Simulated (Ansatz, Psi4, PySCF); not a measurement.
C₄H₅Si (SMILES [C]1=C[SiH2]C=C1), doublet (typed; the unrestricted solution is spin-contaminated), at a GFN2-xTB geometry. Base run: PySCF with CCSD(T)/STO-3G.

Here is a job for PySCF.
```python
from pyscf import gto, scf, cc

mol = gto.M(
    atom='''
C    -0.99710762    1.09020519   -0.35746860
C     0.28008814    1.34121899   -0.24314913
Si    1.12312240   -0.34185969    0.21785217
C    -0.58043733   -1.15517864    0.16515843
C    -1.51151541   -0.23827236   -0.14755384
H     0.77323490    2.28480944   -0.37557366
H     1.72528454   -0.29866333    1.54862895
H     2.03566045   -0.79467200   -0.82984402
H    -0.83608835   -2.18811366    0.34720666
H    -2.56797174   -0.44516387   -0.24226949
''',
    basis='sto-3g',
    spin=1,
    verbose=4,
)

mf = scf.UHF(mol)
mf.kernel()

mycc = cc.CCSD(mf)
mycc.kernel()
et = mycc.ccsd_t()
print('E(CCSD(T)) = %.10f' % (mycc.e_tot + et))
```

The same geometry, method and basis name were run in Ansatz (a program for electronic structure) and Psi4 and PySCF, at each program's defaults and at the settings that a row names. The base is PySCF at its defaults. Differences at the defaults can come from grids, fitting, cores and function types together. The rows with settings made alike still differ; the cause (another SCF solution, basis table, core potential or functional code) wasn't traced.

```
code and settings                                                                 ΔE vs base (µEh)  basis functions      E (Eh)  SCF cycles               outcome
--------------------------------------------------------------------------------  ----------------  ---------------  ----------  ----------  --------------------
PySCF, defaults (exact integrals, spherical functions, all electrons correlated)               0.0               34  -438.34475          25             converged
Psi4, defaults (exact integrals, spherical functions, all electrons correlated)                0.0               34  -438.34475          27             converged
Ansatz, defaults (factorised integrals, spherical functions, frozen core)                     6807               34  -438.33794           -  another SCF solution
PySCF, frozen core                                                                            4945               34  -438.33980          25             converged
Psi4, exact integrals, spherical functions, frozen core                                       4945               34  -438.33980          27             converged
Ansatz, high accuracy, frozen core                                                            6790               34  -438.33796           -  another SCF solution
```

A guess, shift, damping, solver or small numerical setting can't move a converged solution much, so rows marked as another SCF solution ended in a different state.

Open shells are given as the SCF converged; they aren't shown to be the lowest states, and a large step between rows can be another state.
